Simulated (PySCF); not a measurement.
A calculated (MN15, PySCF 2.14, x2c-SVPall, the spin-free X2C one-electron Hamiltonian (Gaussian nucleus)) atom or ion has these occupied shells.

```json
{"shell": "1s α", "electrons": "1", "orbital energy (eV)": "-2791.2", "rms radius, mean of both spins (bohr)": "0.106"}
{"shell": "1s β", "electrons": "1", "orbital energy (eV)": "-2790.8", "rms radius, mean of both spins (bohr)": "0.106"}
{"shell": "2s α", "electrons": "1", "orbital energy (eV)": "-298.14", "rms radius, mean of both spins (bohr)": "0.486"}
{"shell": "2s β", "electrons": "1", "orbital energy (eV)": "-297.65", "rms radius, mean of both spins (bohr)": "0.486"}
{"shell": "2p α", "electrons": "3", "orbital energy (eV)": "-242.57", "rms radius, mean of both spins (bohr)": "0.452"}
{"shell": "2p β", "electrons": "3", "orbital energy (eV)": "-242.12", "rms radius, mean of both spins (bohr)": "0.452"}
{"shell": "3s α", "electrons": "1", "orbital energy (eV)": "-62.422", "rms radius, mean of both spins (bohr)": "1.51"}
{"shell": "3s β", "electrons": "1", "orbital energy (eV)": "-58.984", "rms radius, mean of both spins (bohr)": "1.51"}
{"shell": "3p α", "electrons": "2", "orbital energy (eV)": "-48.822", "rms radius, mean of both spins (bohr)": "1.65"}
```

(1) Name the element and its charge.

Answers

(1) Cl³⁺ (chlorine, charge +3), in [Ne] 3s2 3p2, high-spin 3P determinant.
